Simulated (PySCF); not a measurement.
Deuteron quadrupole couplings in `CCP(C)[Si](C)(C)C`

C6H17PSi.
Numbering: `[CH3:1][CH2:2][P:3]([CH3:4])[Si:5]([CH3:6])([CH3:7])[CH3:8]` (hydrogens: H9, H10, H11 on C1; H12, H13 on C2; H14, H15, H16 on C4; H17, H18, H19 on C6; H20, H21, H22 on C7; H23, H24, H25 on C8)

Structure used (GFN2-xTB), in Å, numbered top down from 1:
```xyz
25
C6H17PSi angstrom
C      3.2717   -0.4952    0.6361
C      1.7770   -0.2569    0.8063
P      0.8185   -0.7467   -0.7185
C      1.1856    0.7288   -1.7795
Si    -1.2519   -0.1599   -0.0020
C     -1.4285    1.6123    0.7157
C     -2.4284   -0.3288   -1.4973
C     -1.7381   -1.4176    1.3508
H      3.8059   -0.2546    1.5543
H      3.6726    0.1231   -0.1647
H      3.4619   -1.5375    0.3884
H      1.3990   -0.8700    1.6277
H      1.5853    0.7921    1.0457
H      2.2003    0.6516   -2.1661
H      1.0807    1.6590   -1.2243
H      0.4990    0.7254   -2.6226
H     -2.4508    1.8086    1.0242
H     -1.1583    2.3651   -0.0192
H     -0.7912    1.7529    1.5841
H     -3.4662   -0.2696   -1.1863
H     -2.2833   -1.2819   -1.9959
H     -2.2593    0.4554   -2.2286
H     -1.2457   -1.1989    2.2931
H     -1.4583   -2.4249    1.0587
H     -2.8082   -1.4077    1.5290
```

Level: PBE0/pcSseg-1 (PySCF, non-relativistic); Q(2H) = 0.00286 b; rigid geometry, the same for H and D, with no vibrational averaging.

Question: Rank these positions by the coupling χzz of a deuteron there, largest first.
A. H12 (methylene hydrogen)
B. H10 (methyl hydrogen)
C. H17 (methyl hydrogen)

Answer: C (220 kHz), B (211 kHz), A (206 kHz).

Q: Give the electric field gradient Vzz (the principal value of largest size), its asymmetry and the 2H coupling at each hydrogen.

A: 
```tsv
atom	bonded to	bond length (Å)	Vzz (au)	η	χzz (kHz)
H9	C1	1.089	0.3137	0.02	211
H10	C1	1.088	0.3140	0.03	211
H11	C1	1.088	0.3123	0.02	210
H12	C2	1.092	0.3065	0.02	206
H13	C2	1.093	0.3054	0.02	205
H14	C4	1.089	0.3170	0.00	213
H15	C4	1.088	0.3162	0.00	213
H16	C4	1.087	0.3191	0.01	214
H17	C6	1.086	0.3279	0.02	220
H18	C6	1.086	0.3265	0.02	219
H19	C6	1.086	0.3261	0.02	219
H20	C7	1.085	0.3291	0.02	221
H21	C7	1.085	0.3264	0.02	219
H22	C7	1.086	0.3280	0.02	220
H23	C8	1.086	0.3278	0.02	220
H24	C8	1.085	0.3260	0.02	219
H25	C8	1.085	0.3294	0.02	221
```

Q: How does χzz go with the bond length over the 17 C–H bonds?

A: A straight-line fit has a slope of -21.5 kHz for each 0.01 Å, with a correlation coefficient of -0.96, over lengths from 1.085 to 1.093 Å. The longer bonds have the smaller couplings here.

One conformer (not necessarily the lowest) at the GFN2-xTB geometry, without solvent, vibrations or thermal averaging. GFN2-xTB bond lengths can be off by several hundredths of an ångström, more for odd bonds, and the gradients follow them. The basis is small and wasn't made for field gradients, so the couplings can be 20 % off.
